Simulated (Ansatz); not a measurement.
C2H9BOSi can be A, `CB[SiH2]OC`, or B, `CB(C)O[SiH3]`.

Computed with Ansatz on PBE0-D4/def2-TZVP structures; ΔE is electronic, products minus reactants. CBS: MP2 limit from def2 TZ/QZ plus the TZ coupled-cluster correction, frozen cores. Functionals use def2-TZVPP. One conformer a species, not always the lowest.

Problem. Which is lower in electronic energy at CCSD(T)/CBS, and by how much? (Best estimate.)

Solution. Ansatz gave: B, by 64.6 kcal/mol.

Problem. Give E(B) − E(A) in kcal/mol with r2SCAN-D4, CCSD(T)/def2-TZVPP, MP2/def2-TZVPP, PBE-D4, PBE0-D4, LDA (SPW92), CCSD/def2-TZVPP. (Estimate.)

Solution. Ansatz gave: r2SCAN-D4 -64.3, CCSD(T)/def2-TZVPP -64.5, MP2/def2-TZVPP -67.0, PBE-D4 -60.8, PBE0-D4 -62.4, LDA (SPW92) -63.8, CCSD/def2-TZVPP -64.5. None reverses the order clearly.

Problem. Does the order hold for the free energy at 298.15 K (harmonic terms from PBE0-D4)? (Best estimate.)

Solution. Computed: Yes: G(B) − G(A) = -65.1 kcal/mol, for one conformer each. Modes under 60 cm⁻¹, often nearly free rotors, make the harmonic entropy too high.

Largest T1 diagnostic: 0.011.

At CCSD(T), def2-SVP lies −1.6 kcal/mol from the extrapolated value and def2-TZVPP +0.1 kcal/mol. From PBE to PBE0 (25 % exact exchange), in def2-TZVPP and without D4, E(B) − E(A) moves by −1.6 kcal/mol.
